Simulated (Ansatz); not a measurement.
Geometry optimisation, Ansatz, RKS PBE0-D4/6-31G*.

Input:

```yaml
crystal:
  periodic: [false, false, false]
  atoms:
    - { symbol: C, position_ang: [-0.071, 0.812, -1.4809] }
    - { symbol: Al, position_ang: [-0.4623, -0.6853, -0.2778] }
    - { symbol: Al, position_ang: [0.3996, -0.6352, 2.0292] }
    - { symbol: F, position_ang: [1.453, 0.7957, 2.6102] }
    - { symbol: H, position_ang: [-0.5872, 0.6533, -2.4959] }
    - { symbol: H, position_ang: [-0.554, 1.7932, -1.0528] }
    - { symbol: H, position_ang: [1.001, 0.9917, -1.6189] }
    - { symbol: H, position_ang: [-1.2604, -1.9218, -0.7984] }
    - { symbol: H, position_ang: [0.1696, -1.8499, 3.0682] }
basis:
  gaussian: { orbitals: "6-31G*" }
hamiltonian:
  xc: pbe0
  dispersion: d4
relax:
  f_tol: 0.015
  max_steps: 40
```

Command:

```bash
$ ansatz run input.yaml --threads 1 --pin off --max-ram 2048MiB --backend cpu --events-out ev --progress --plain --runs-dir out
```

Q: Where does it end, and by what steps?

A: It converged. The force dipped under the threshold on the way, but the program's further checks kept it going. After 30 steps the energy has fallen by 0.730 eV; F4 moved furthest, 1.61 Å.

| step | energy less start (eV) | largest force component (eV/Å) | accepted |
| --- | --- | --- | --- |
| 0 | 0.0000 | 2.780 | yes |
| 2 | -0.6640 | 0.793 | yes |
| 4 | -0.6875 | 0.201 | yes |
| 6 | -0.6911 | 0.021 | yes |
| 8 | -0.6913 | 0.005 | yes |
| 10 | -0.6916 | 0.076 | yes |
| 12 | -0.6881 | 0.419 | no |
| 14 | -0.6947 | 0.169 | yes |
| 16 | -0.7000 | 0.211 | yes |
| 18 | -0.7102 | 0.402 | yes |
| 20 | -0.6869 | 0.423 | no |
| 22 | -0.7237 | 0.079 | yes |
| 24 | -0.7266 | 0.171 | yes |
| 26 | -0.7295 | 0.038 | yes |
| 28 | -0.7302 | 0.081 | yes |
| 30 | -0.7305 | 0.013 | yes |

```xyz
9
Properties=species:S:1:pos:R:3
C -0.325 0.915 -1.484
Al -0.159 -0.718 -0.397
Al 0.480 -0.640 2.117
F 2.092 -0.685 2.538
H -0.686 0.710 -2.498
H -1.007 1.641 -1.022
H 0.645 1.423 -1.571
H -0.450 -2.140 -1.084
H -0.501 -0.553 3.384
```

Whether the end is a true minimum wasn't checked by a vibrational analysis.

The run took 3.9 min on 1 thread of Intel(R) Xeon(R) Processor @ 2.50GHz (Skylake/Cascade Lake), with other jobs on the host, peak memory 0.16 GiB.
